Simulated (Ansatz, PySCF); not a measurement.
Ga(H)(Me)2 (C2H7Ga), SMILES [GaH]([CH3])[CH3]. Atoms are numbered in the order given.

```xyz
10

Ga    -0.1761    -0.2860    -0.0510
H     -1.1103    -1.5614    -0.0145
C      1.6543    -0.4373     0.6623
H      1.6232    -0.7383     1.7227
H      2.2256     0.4990     0.5823
H      2.2050    -1.2304     0.1298
C     -0.8936     1.3869    -0.8055
H     -1.7894     1.7013    -0.2445
H     -1.2194     1.2246    -1.8464
H     -0.1661     2.2115    -0.7916
```

Geometry optimised at PBE0-D3(BJ)/def2-SVP. The structure was generated by enumeration; whether it is a known compound was not checked.

Two levels are set side by side: PBE-D3(BJ)/def2-SVP (Ansatz, an electronic-structure program) and PBE0-D3(BJ)/def2-SVP (Ansatz). Each level has its own optimised geometry; the coordinates shown are those of the second. Frequencies come from the Hessian of PySCF at each geometry. Differences are taken from unrounded values.

```csv
quantity,PBE0-D3(BJ),PBE-D3(BJ),PBE-D3(BJ) minus PBE0-D3(BJ)
mean bond length (Å),1.348,1.357,0.009
bond Ga1–C3 (Å),1.970,1.983,0.012
bond Ga1–C7 (Å),1.970,1.983,0.012
bond Ga1–H2 (Å),1.581,1.593,0.011
bond C3–H4 (Å),1.103,1.111,0.008
bond C3–H5 (Å),1.100,1.107,0.008
bond C3–H6 (Å),1.103,1.110,0.008
bond C7–H8 (Å),1.103,1.111,0.008
bond C7–H9 (Å),1.103,1.110,0.008
bond C7–H10 (Å),1.100,1.107,0.008
highest harmonic wavenumber (cm⁻¹),3170,3086,-85
mean harmonic wavenumber (cm⁻¹),1415,1371,-44
zero-point energy (kcal/mol),48.55,47.04,-1.51
```

Exact exchange shortens and stiffens bonds; PBE has none. Differences between two approximate levels are no errors against the true value.
